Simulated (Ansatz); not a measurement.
Correlation energies of `O=CC[SiH](O)Cl` by basis set

```xyz
11

O    -1.3874   -0.1926   -2.3116
C    -0.3807   -0.5084   -1.7370
C    -0.3101   -0.8086   -0.2765
Si    0.1962    0.6810    0.7295
O     0.3276    0.1497    2.2671
Cl    2.0034    1.3844    0.0415
H     0.5848   -0.5715   -2.2804
H    -1.2926   -1.1205    0.0885
H     0.4307   -1.5881   -0.0730
H    -0.7571    1.8037    0.6016
H     0.5852    0.7709    2.9504
```

Charge 0, multiplicity 1. The geometry is a stationary point of PBE0-D4/def2-TZVP. It is one conformer, not always the lowest. Frozen core, restricted reference, Ansatz 0.2.0. CBS rows extrapolate triple and quadruple zeta; past MP2 they add the triple-zeta difference.

| basis | HF (Eh) | MP2 corr. |
| --- | --- | --- |
| def2-TZVPP | -977.03963 | -1.10103 |
| def2-QZVPP | -977.07223 | -1.18982 |

Q: Estimate the CCSD correlation energy and the (T) correction in each basis where they were run (hartree).

A: 
```
     basis  CCSD corr.       (T)
def2-TZVPP    -1.14195  -0.04713
 CBS(def2)    -1.29650     as TZ
```
